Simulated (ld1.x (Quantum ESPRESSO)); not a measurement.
How hard is this Ga (Z = 31) PAW potential?

```
Element                 : gallium (Ga)
Generator               : ld1.x (Quantum ESPRESSO) 7.5
Type                    : PAW
Functional              : PBE
Relativity              : scalar-relativistic
Frozen core             : [Ar] 3d10
Valence charge          : 3
Reference configuration : 4s2 4p0 (charge +1)
Partial waves           : 4s (bound): rcut 1.40, rcutus 1.65 bohr; 4s channel at -0.35 Ry: rcut 1.40, rcutus 1.65 bohr; 4p (bound, empty): rcut 2.15, rcutus 2.40 bohr; 4p channel at 0.3 Ry: rcut 2.15, rcutus 2.40 bohr
Local potential         : all-electron potential smoothed inside 1.30 bohr (lloc = -1)
Core correction         : Bessel-smoothed model core inside 1.30 bohr
Augmentation charge     : PSQ, inside the norm-conserving radii
```

The pseudo-atom Hamiltonian at the reference potential is diagonalised in spherical Bessel functions j_l(qr) that vanish at 20 bohr, with q² up to the cutoff. All-electron valence levels (Ry): 4s -1.2003, 4p -0.6665.

Question: How do the lowest levels (Ry) of each channel move with the cutoff, and are there ghosts?

Answer:

```csv
cutoff (Ry),s #1,s #2,s #3,p #1,p #2,d #1,f #1,Σ f·Δε (mRy)
8,-1.1899,-0.2844,-0.1007,-0.6654,-0.1761,-0.2205,-0.0487,20.9
10,-1.1953,-0.2853,-0.1010,-0.6661,-0.1762,-0.2245,-0.0487,10.1
12,-1.1982,-0.2857,-0.1011,-0.6663,-0.1762,-0.2279,-0.0487,4.3
15,-1.1996,-0.2859,-0.1011,-0.6665,-0.1762,-0.2308,-0.0487,1.6
18,-1.2002,-0.2861,-0.1012,-0.6665,-0.1762,-0.2342,-0.0487,0.2
21,-1.2004,-0.6910,-0.2860,-0.6665,-0.1762,-0.2359,-0.0487,0.1
25,-1.2017,-1.1578,-0.2860,-0.6665,-0.1762,-0.2371,-0.0487,2.6
30,-1.5967,-1.2003,-0.2861,-0.6665,-0.1762,-0.2384,-0.0487,0.2
35,-1.8198,-1.2003,-0.2861,-0.6665,-0.1762,-0.2390,-0.0487,0.1
40,-1.9220,-1.2003,-0.2861,-0.6665,-0.1762,-0.2394,-0.0487,0.1
400,-1.9950,-1.2004,-0.2861,-0.6665,-0.1762,-0.2396,-0.0487,0.0
```

Result: ghost state, extra bound levels that the all-electron valence spectrum of the same l lacks: s at -27.1 eV (a true bound ghost makes a file unfit for plane-wave use); 10 mRy is reached at 12 Ry and 1 mRy at 30 Ry.
